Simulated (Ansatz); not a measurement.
Geometry optimisation, RKS B3LYP-D4/def2-mTZVP in Ansatz.

input.yaml

```yaml
crystal:
  periodic: [false, false, false]
  atoms:
    - { symbol: Si, position_ang: [-1.134115, 0.790007, -0.41942] }
    - { symbol: Cl, position_ang: [0.766051, -1.805896, -1.621931] }
    - { symbol: H, position_ang: [-1.103457, 0.920042, -1.892934] }
    - { symbol: H, position_ang: [-1.965425, 1.87292, 0.164559] }
    - { symbol: H, position_ang: [-1.730145, -0.510024, -0.045967] }
    - { symbol: H, position_ang: [0.865536, -0.869653, 1.654377] }
    - { symbol: "N", position_ang: [0.497559, 0.966279, 0.309861] }
    - { symbol: H, position_ang: [0.83424, -2.206582, -0.369138] }
    - { symbol: F, position_ang: [1.024696, -1.770593, 1.754662] }
    - { symbol: H, position_ang: [0.668371, 1.85078, 0.77454] }
    - { symbol: H, position_ang: [1.276589, 0.762722, -0.308709] }
basis:
  gaussian: { orbitals: def2-mTZVP }
hamiltonian:
  xc: b3lyp
  dispersion: d4
relax:
  f_tol: 0.03
  max_steps: 50
```

Launched with:

```bash
$ ansatz run input.yaml --threads 2 --pin off --max-ram 3072MiB --backend cpu --events-out ev --progress --plain --runs-dir out
```

Question: Where does it end, and by what steps?

Answer: The forces met the threshold. The force dipped under the threshold on the way, but the program's further checks kept it going. After 21 steps the energy has fallen by 0.388 eV; H3 moved furthest, 1.13 Å.

```csv
step,energy less start (eV),largest force component (eV/Å),accepted
0,0.0000,1.511,yes
1,-0.1646,0.811,yes
2,-0.2814,0.373,yes
3,-0.3238,0.628,yes
4,-0.3550,0.308,yes
5,-0.3597,0.129,yes
6,-0.3617,0.023,yes
7,-0.3632,0.064,yes
8,-0.3624,0.251,no
9,-0.3662,0.054,yes
10,-0.3689,0.092,yes
11,-0.3698,0.249,yes
12,-0.3740,0.135,yes
13,-0.3766,0.146,yes
14,-0.3790,0.161,yes
15,-0.3792,0.209,yes
16,-0.3838,0.113,yes
17,-0.3851,0.025,yes
18,-0.3864,0.034,yes
19,-0.3865,0.084,yes
20,-0.3874,0.039,yes
21,-0.3875,0.026,yes
```

```xyz
11
Properties=species:S:1:pos:R:3
Si -1.258 0.963 -0.338
Cl 1.511 -2.443 -1.123
H -1.406 1.919 -1.462
H -1.911 1.515 0.868
H -1.828 -0.345 -0.713
H 0.586 -0.499 1.115
N 0.444 0.684 0.096
H 1.209 -2.245 0.148
F 0.714 -1.360 1.604
H 0.929 1.494 0.472
H 1.009 0.314 -0.667
```

Whether the end is a true minimum wasn't checked by a vibrational analysis.

Run time: 60 s on 2 threads of Arm Neoverse V1, on a shared host, peak memory 0.21 GiB.
